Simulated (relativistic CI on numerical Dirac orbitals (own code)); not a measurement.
d2 in a ligand field

Computed with a parametric ligand-field model of a d^n configuration (Racah B and C, spin-orbit zeta, crystal field), exact diagonalisation.

Field parameters in Wybourne normalisation: Oh B⁴₀ = 21Dq, B⁴₄ = √(5/14) B⁴₀. The field is a parameter set, without covalency, and values of 10Dq over about 45,000 cm⁻¹ lie beyond real compounds.

B = 1080 cm⁻¹, C = 4720 cm⁻¹ (C/B = 4.37), Oh, no spin-orbit coupling. Tanabe-Sugano data, E/B above the lowest term (Δ = |10Dq|; b, c mark the second and third term of a kind):

| Δ/B | 3T1 | 3T2 | 3A2 | 1T2 | 1E | 1A1 |
| --- | --- | --- | --- | --- | --- | --- |
| 1.0 | 0.00 | 0.81 | 1.81 | 14.09 | 14.55 | 21.72 |
| 3.0 | 0.00 | 2.49 | 5.49 | 14.62 | 15.45 | 23.55 |
| 5.0 | 0.00 | 4.22 | 9.22 | 14.96 | 15.78 | 25.18 |
| 7.0 | 0.00 | 6.00 | 13.00 | 15.16 | 15.88 | 26.60 |
| 9.0 | 0.00 | 7.82 | 16.82 | 15.27 | 15.88 | 27.83 |
| 11.0 | 0.00 | 9.66 | 20.66 | 15.32 | 15.85 | 28.88 |
| 13.0 | 0.00 | 11.53 | 24.53 | 15.34 | 15.80 | 29.76 |
| 15.0 | 0.00 | 13.42 | 28.42 | 15.35 | 15.75 | 30.51 |
| 17.0 | 0.00 | 15.32 | 32.32 | 15.34 | 15.70 | 31.14 |
| 19.0 | 0.00 | 17.23 | 36.23 | 15.33 | 15.65 | 31.68 |
| 21.0 | 0.00 | 19.16 | 40.16 | 15.31 | 15.61 | 32.14 |
| 23.0 | 0.00 | 21.09 | 44.09 | 15.30 | 15.56 | 32.53 |
| 25.0 | 0.00 | 23.03 | 48.03 | 15.28 | 15.52 | 32.87 |
| 27.0 | 0.00 | 24.97 | 51.97 | 15.26 | 15.49 | 33.17 |
| 29.0 | 0.00 | 26.92 | 55.92 | 15.24 | 15.46 | 33.43 |
| 31.0 | 0.00 | 28.88 | 59.88 | 15.23 | 15.43 | 33.65 |
| 33.0 | 0.00 | 30.84 | 63.84 | 15.21 | 15.40 | 33.86 |
| 35.0 | 0.00 | 32.80 | 67.80 | 15.19 | 15.37 | 34.03 |
| 37.0 | 0.00 | 34.77 | 71.77 | 15.18 | 15.35 | 34.19 |
| 39.0 | 0.00 | 36.74 | 75.74 | 15.17 | 15.32 | 34.34 |
| 41.0 | 0.00 | 38.71 | 79.71 | 15.15 | 15.30 | 34.47 |
| 43.0 | 0.00 | 40.68 | 83.68 | 15.14 | 15.28 | 34.59 |
| 45.0 | 0.00 | 42.66 | 87.66 | 15.13 | 15.26 | 34.69 |
| 47.0 | 0.00 | 44.64 | 91.64 | 15.12 | 15.25 | 34.79 |

The ground term stays 3T1.
